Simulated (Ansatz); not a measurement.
Coupled-cluster diagnostics for the cluster TaO₃⁻, Ansatz.

Geometry of the singlet (PBE0-D4/def2-TZVPD):

```tsv
atom	x (Å)	y (Å)	z (Å)
Ta1	-0.5174	-0.5967	0.1973
O2	0.5615	0.8704	0.8976
O3	-1.4050	-0.2021	-1.2404
O4	1.3610	-0.0716	0.1455
```

In the def2 sets Ta takes a core potential; there is no spin–orbit coupling. Correlated methods freeze 3 core orbitals; core or outer-core shells of Ta are correlated, in sets that lack core-valence functions. The structure holds one bond between oxygen atoms, so isomers without such links may lie far lower. The geometry of the singlet was relaxed on an unsound state (restricted singlet, unstable towards broken spin symmetry). The structure comes from a short search, and lower isomers may exist.

(1) Estimate the CCSD(T) correlation energy, the shares of MP2 and (T), T1 and the reference's ⟨S²⟩ for: charge -1, singlet, own geometry in def2-TZVPPD; and the rough time on 4 threads of Arm Neoverse V1 on a shared host.

Results:

(1) 
```csv
state,basis,correlation (eV),MP2 share (%),(T) share (%),T1,⟨S²⟩ (pure),wall time,remarks
"charge -1, singlet, own geometry",def2-TZVPPD,-31.939,97.5,5.6,0.038,0.00 (0.00),72 s,restricted SCF unstable
```
Customary marks for T1 are 0.02 (closed shells), 0.045 (open shells) and about 0.05 (3d metals). T1 exceeds 0.02 in 1 of 1 rows and 0.045 in 0; the higher it lies, the less the single-reference result can be trusted.
